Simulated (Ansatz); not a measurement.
Basis-set extrapolation for C$_{2}$H$_{6}$AlFO, SMILES `CO[CH2][AlH][F]` (PBE0-D4/def2-TZVP geometry, frozen core, Ansatz). Multiplicity 1, RHF reference.

```
                      def2-TZVPP   def2-QZVPP
                 HF  -495.608303  -495.627986
    MP2 correlation    -0.915463    -0.987546
CCSD(T) correlation    -0.982404      not run
```

Energies in hartree. Use E(X) = E(∞) + A·exp(−7.88·√X) for Hartree–Fock and E(X) = E(∞) + B·X^(−2.97) for correlation, with X = 3 and 4, and add CCSD(T) minus MP2 of the smaller set to the MP2 limit.

What is the CCSD(T) energy at the basis-set limit?

HF limit: -495.627986 + (-0.019683) × 0.13774 = -495.63070. MP2 limit: -0.987546 + (-0.072083) × 0.74074 = -1.04094. Higher-order term: -0.982404 − (-0.915463) = -0.06694. Total: -496.73858 hartree, 4.02 eV below CCSD(T)/def2-TZVPP.
